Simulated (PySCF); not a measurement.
SeF₃, SMILES F[Se+](F)F, charge +1.

Geometry optimised at TPSSh-D3(BJ)/def2-SVP. The spin state was assumed, not searched. The isomer is the one that the SMILES or the coordinates give; other isomers of the formula were not compared.

The numbers are results of PBE/def2-TZVPD in PySCF, not measurements.

Symmetry labels are those of the subgroup Cs that the program uses (full group C3v).

List the valence orbital energies around the gap with their symmetry. (An estimate is asked for; the answer gives what the named calculation found.)


```
orbital  symmetry  energy (eV)
-------  --------  -----------
HOMO−7         A"       -21.54
HOMO−6         A'       -20.52
HOMO−5         A'       -18.88
HOMO−4         A"       -18.88
HOMO−3         A'       -18.14
HOMO−2         A"       -18.14
HOMO−1         A"       -17.86
HOMO           A'       -17.34
LUMO           A'       -10.69
LUMO+1         A"       -10.69
LUMO+2         A'        -9.19
LUMO+3         A'        -4.82
```
